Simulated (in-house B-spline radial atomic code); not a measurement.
Values are calculated unless marked as measured or tabulated.
# Correlation energy from the adiabatic connection: −Z exp(−kr)/r, Z = 1.4, k = 0.094

Two electrons in a singlet, external potential −Z exp(−kr)/r, Z = 1.4, k = 0.094 (atomic units). Full CI in B-splines (partial waves to l = 8, correlation up to 0.6 % small) with the density held fixed gives W(λ) = <V_ee>_λ − U, and E_c is the integral of W(λ) − W(0) from 0 to 1.

| λ | W(λ) − W(0) (hartree) |
| --- | --- |
| 0 | 0.00000 |
| 0.02 | -0.00202 |
| 0.05 | -0.00500 |
| 0.12 | -0.01171 |
| 0.25 | -0.02330 |
| 0.4 | -0.03543 |
| 0.6 | -0.04982 |
| 0.8 | -0.06249 |
| 1 | -0.07371 |

Problem. Integrate the table by the trapezoid rule.

Solution. The strips give -0.00002, -0.00011, -0.00058, -0.00228, -0.00440, -0.00852, -0.01123, -0.01362, which sum to -0.04077 hartree. The direct value, W(1) − W(0) + T_c with T_c = 0.03283, is -0.04087; the curve is convex, so chords lie above it and the trapezoids fall short in size by 0.26 %.

Problem. Now use only three numbers: W(0) = -0.63885, the initial slope W'(0) = -0.1019 (extrapolated from the first points) and the strong-coupling limit of the point-charge-plus-continuum model, W∞ = -0.91744. What do second-order theory and the interpolation W(λ) = W∞ + (W(0) − W∞)/√(1 + 2χλ) of Seidl, Perdew and Levy give?

Solution. Second order keeps the slope alone: E_c = W'(0)/2 = -0.05095, +25 % in size against -0.04087. Matching the slope fixes χ = W'(0)/(W∞ − W(0)) = -0.1019/(-0.27859) = 0.36577. Integrating, with s = √(1 + 2χ) = 1.315880, E_c = −(W(0) − W∞)(s − 1)/(s + 1) = −0.27859 × 0.315880/2.315880 = -0.03800 hartree, -7.0 % in size against the full result. At λ = 1 the formula gives W − W(0) = -0.06688 against -0.07371. Part of the miss can come from the model's W∞.
